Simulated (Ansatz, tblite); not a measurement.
Forces on the cluster Cs₂Br₂ at its PBE-D4/def2-SVP geometry. Charge 0, multiplicity 1.

In the def2 sets Cs takes a core potential; there is no spin–orbit coupling. The xTB rows come from tblite. The structure comes from a short search, and lower isomers may exist.

GFN1-xTB (tblite), largest force 0.41 eV/Å:

```xyz
4
positions Å, forces eV/Å
Cs   -0.409   -0.078   -2.361    0.069    0.013    0.399
Cs    0.369    0.061    2.368   -0.063   -0.010   -0.400
Br   -0.912    2.166    0.085    0.051   -0.126   -0.004
Br    0.952   -2.149   -0.093   -0.057    0.124    0.006
```

GFN2-xTB (tblite), largest force 0.32 eV/Å:

```
Cs 0.034 0.008 0.152
Cs -0.017 -0.001 -0.156
Br 0.120 -0.299 -0.010
Br -0.136 0.293 0.014
```

PBE-D4/def2-TZVP (Ansatz), largest force 0.07 eV/Å:

```
Cs 0.019 0.004 0.070
Cs -0.005 0.002 -0.075
Br 0.011 -0.045 0.002
Br -0.025 0.040 0.003
```
